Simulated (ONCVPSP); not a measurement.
What one change does to a pseudopotential (Ti, ONCV)

ONCVPSP 4.0.1 input, shortened (lines: element, Z, core and valence counts, functional; n l f; lmax; l rc ep ncon nbas qcut; lloc lpopt rc5 dvloc0; l nproj debl; icmod fcfact rcfact), PBEsol, scalar-relativistic:

```
  Ti 22.00    3    5  -116133      upf
    1    0    2.00
    2    0    2.00
    2    1    6.00
    3    0    2.00
    3    1    6.00
    3    2    2.00
    4    0    1.50
    4    1    0.50
    2
    0    1.95    0.00    4    8    7.00
    1    2.05    0.00    5    9    6.70
    2    1.70    0.00    4    9   11.30
    4    5    1.30    4.00
    0    2    3.80
    1    2    1.30
    2    2    0.70
    0    0.00    0.00
```

Change: s: qcut 8.7.

Cutoffs: the cutoffs (Ha) at which the residual kinetic energy of the hardest occupied pseudo-wave falls to 1 and 0.1 mHa per electron; they do not see the model core or the augmentation charge, which bear on the density cutoff. Errors are all-electron minus pseudo energies relative to the spin-unpolarised reference configuration.

What does the change do?

The potential gets neither clearly harder nor softer (38 Ha and 45 Ha → 38 Ha and 45 Ha); the d channel sets the loose cutoff, while the largest relative change is in s, which becomes harder; of the 4 tests that both files solve, the error grows in 0 and shrinks in 1 by more than 15 % and 0.3 meV (median size 0.7 → 0.6 meV); neither file shows a bound ghost.

```tsv
quantity	base	changed
cutoff, loose	38 Ha	38 Ha
cutoff, tight	45 Ha	45 Ha
loose cutoff by channel	s 7.7 Ha, p 17 Ha, d 38 Ha	s 17 Ha, p 17 Ha, d 38 Ha
bound ghosts	none	none
GHOST(+) flags under 300 eV	none	none
error for 3s2 3p6 3d2 4s2 4p0, meV [ΔE -1.53 eV]	+0.1	+0.1
error for 3s2 3p6 3d2 4s1 4p0, meV [ΔE 5.83 eV]	-0.3	-0.3
error for 3s2 3p6 3d2 4s0 4p0, meV [ΔE 19.30 eV]	-1.1	-0.8
error for 3s2 3p5 3d2 4s2 4p0, meV [ΔE 43.94 eV]	+26	+23
s: phases at 1.97 bohr within 0.05 rad from the reference energy up to (Ha; the scan ends near 5)	5.0	to the end of the scan
p: phases at 2.08 bohr within 0.05 rad from the reference energy up to (Ha; the scan ends near 5)	to the end of the scan	to the end of the scan
d: phases at 1.73 bohr within 0.05 rad from the reference energy up to (Ha; the scan ends near 5)	to the end of the scan	to the end of the scan
```
